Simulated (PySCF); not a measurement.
# Radial density of Br⁺ (bromine, charge +1)

UHF, [Ar] 3d10 4s1 4p5, high-spin 3P determinant (an excited configuration). Computed with PySCF 2.14 in def2-QZVPPD (12s8p5d4f1g, 98 functions), with the non-relativistic Hamiltonian (point nucleus).

```
r (bohr)  4πr²ρ (e/bohr)  4πr²(ρα − ρβ)
0.000661          0.1550         0.0001
 0.00111          0.4249         0.0003
 0.00187           1.140         0.0009
 0.00315           2.950         0.0023
 0.00529           7.183         0.0056
 0.00890           15.80         0.0122
  0.0150           29.34         0.0219
  0.0252           41.43         0.0281
  0.0424           40.13         0.0259
  0.0712           35.90         0.0591
   0.120           49.75         0.1225
   0.202           39.02        -0.0098
   0.339           30.06         0.2116
   0.570           30.44         0.0922
   0.959           7.884         0.5384
    1.61           4.098         1.5204
    2.71           1.335         0.2820
    4.57         0.05583        -0.0077
    7.68       0.0001281        -0.0001
```

Where is the radial spin density 4πr²(ρα − ρβ) most negative, and why is it negative at all?

Around r = 0.202 bohr, down to -0.0098 e/bohr: exchange with the open shell polarises the paired shells in an unrestricted calculation.
